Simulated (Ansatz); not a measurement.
Stepwise reaction of `[OH][GeH2][GeH2][OH]` with hydrogen, as a gas-phase model of exchange steps in deposition or etching. ΔE in kJ/mol; ΔG adds harmonic PBE0-D4 terms to CCSD(T)/CBS, at 1 bar.

Isolated molecules relaxed with PBE0-D4/def2-TZVP in Ansatz; ΔE leaves out vibrations. CBS: MP2 limit from def2 TZ/QZ plus the TZ coupled-cluster correction, frozen cores. This one scheme is used for every species. Functionals use def2-TZVPP. B3LYP here is the variant with VWN-RPA as its local correlation; programs differ in this. For Ge outer-core shells are correlated without core-valence functions, which leaves a few kJ/mol of doubt a bond. Scalar relativity is left out up to krypton. One conformer a species, not always the lowest.

```json
{"step": "1", "reaction": "`[OH][GeH2][GeH2][OH]` + H₂ → `[OH][GeH2][GeH3]` + H₂O", "PBE-D4": "-6.0", "B3LYP-D4": "-3.7", "ωB97M-V": "-6.8", "CCSD(T)/CBS": "-9.6", "ΔG(400 K)": "-10.4"}
{"step": "2", "reaction": "`[OH][GeH2][GeH3]` + H₂ → `[GeH3][GeH3]` + H₂O", "PBE-D4": "-5.0", "B3LYP-D4": "-2.8", "ωB97M-V": "-5.7", "CCSD(T)/CBS": "-8.0", "ΔG(400 K)": "-0.6"}
```

**Question.** By hand: ΔE of the 2 steps together at CCSD(T)/CBS.

**Answer.** (-9.6) + (-8.0) = -17.6 kJ/mol, or -8.8 kJ/mol a step.

In ΔE the steps differ by no more than 1.6 kJ/mol. All are downhill at CCSD(T)/CBS. ΔG lies between -10.4 and -0.6 kJ/mol a step. PBE-D4 differs from CCSD(T)/CBS by 3.0 to 3.6 kJ/mol a step. Isolated molecules leave out the surface, adducts and barriers. Largest T1 diagnostic: 0.012.
